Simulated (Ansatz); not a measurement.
Harmonic frequencies (cm⁻¹) at PBE0-D4/def2-TZVP from Ansatz: 126, 154, 226, 358, 388, 518, 608, 638, 682, 719, 864, 1956, 1983, 2713, 3889.

Each molecule was computed in one conformer, which needn't be the lowest.

(1) Which molecule is it?
A. `[OH][SnH2][SH]`
B. `C#CC=S`
C. `O=C1C[SiH2]1`
D. `FC1C=C1S`

Answers

(1) A.
